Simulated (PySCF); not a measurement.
Constitutional and geometric isomers with formula C3H2F2. Isolated molecules, 0 K electronic values unless said otherwise. Strings in code marks are SMILES.

Calculation: PBE-D3(BJ)/def2-TZVP run with PySCF. Delta-SCF ions had no search for a lower state. Excitations are Tamm–Dancoff values on a coarser integration grid. The basis has no diffuse functions, so Rydberg states are missing or too high.

```json
[
 {"species": "`FC=C=CF`", "S1 excitation (TDA) (eV)": "5.34", "LUMO (eV)": "-1.70", "dipole moment (D)": "(withheld)", "vertical ionisation energy (Delta-SCF) (eV)": "(withheld)"},
 {"species": "`C#CC(F)F`", "S1 excitation (TDA) (eV)": "6.33", "LUMO (eV)": "-1.36", "dipole moment (D)": "2.14", "vertical ionisation energy (Delta-SCF) (eV)": "11.28"},
 {"species": "`C1(F)[C@H](C=1)F`", "S1 excitation (TDA) (eV)": "6.43", "LUMO (eV)": "-1.22", "dipole moment (D)": "(withheld)", "vertical ionisation energy (Delta-SCF) (eV)": "10.81"},
 {"species": "`C(#CF)CF`", "S1 excitation (TDA) (eV)": "6.05", "LUMO (eV)": "-0.78", "dipole moment (D)": "(withheld)", "vertical ionisation energy (Delta-SCF) (eV)": "10.30"}
]
```

Task: Fill in the missing entries.

Result: 
- `FC=C=CF`, dipole moment (D): 1.62
- `FC=C=CF`, vertical ionisation energy (Delta-SCF) (eV): 10.37
- `C1(F)[C@H](C=1)F`, dipole moment (D): 2.02
- `C(#CF)CF`, dipole moment (D): 1.62
